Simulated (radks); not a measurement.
Coulomb parameter of the 3d shell of the nickel ion Ni2+ in the model configuration [Ar] 3d7 4s1, as a second difference U = [E(n + 1) + E(n - 1) - 2 E(n)] / (1)^2 with all orbitals relaxed. "Bare": the charge of the atom changes with n. "Screened": the 4s shell takes up the change at fixed total charge, which measures U(3d,3d) + U(4s,4s) - 2 U(3d,4s). All-electron calculation, scalar-relativistic Kohn-Sham, PBE, spin-unpolarised, spherical densities, finite nucleus; Fermi nuclear charge, rms radius 3.7757 fm. Program: a radial shooting solver on a logarithmic mesh with Libxc functionals.

case         configuration  E - E(n) (eV)
start         [Ar] 3d7 4s1          0.000
bare +1       [Ar] 3d8 4s1        -26.177
bare -1       [Ar] 3d6 4s1         44.759
screened +1       [Ar] 3d8         -8.827
screened -1   [Ar] 3d6 4s2         13.605

U(bare) = 18.582 eV, U(screened by 4s) = 4.778 eV, against the Slater integral F0(3d,3d) = 27.688 eV with frozen orbitals.
